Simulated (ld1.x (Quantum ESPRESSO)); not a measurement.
**Ranking TM semilocal potentials for gold (Au)**

All share these settings but for the change named:

Au (Z = 79), norm-conserving Troullier–Martins (semilocal form), made with ld1.x (Quantum ESPRESSO) 7.5 (LDA (PZ), scalar-relativistic). Core [Xe] 4f14, reference 5d10 6s1 6p0. Waves: 6s (bound): rc 2.10 bohr; 5d (bound): rc 1.95 bohr; 6p (bound, empty): rc 3.25 bohr. Local part: the p channel. Core correction: a·sin(br)/r model core, default radius (core density twice the valence density).

Test errors are all-electron minus pseudo excitation energies from the reference, over 5d10 6s0 6p0; 5d9 6s0 6p0; 5d8 6s0 6p0; 5d9 6s2 6p0; 5d10 6s0.5 6p0; 5d9 6s1 6p0; 5d7 6s0 6p0. None of these files shows a bound ghost.

The base gives 465.9 meV.

Of 10 variants that were run, those that failed, showed a ghost or another fault, or gave nearly equal values are left out.

A variant can come out equal or close to the base, since the largest error may sit in a test that the change hardly touches while other tests move.

Q: Rank these variants by their largest absolute test error, smallest first.
A. core correction none
B. core correction a·sin(br)/r model core inside 2.32 bohr
C. core correction a·sin(br)/r model core inside 2.10 bohr
D. core correction a·sin(br)/r model core inside 0.78 bohr
E. core correction a·sin(br)/r model core inside 1.72 bohr

A: A (108.6 meV), B (229.9 meV), C (288.0 meV), E (394.9 meV), D (466.8 meV).
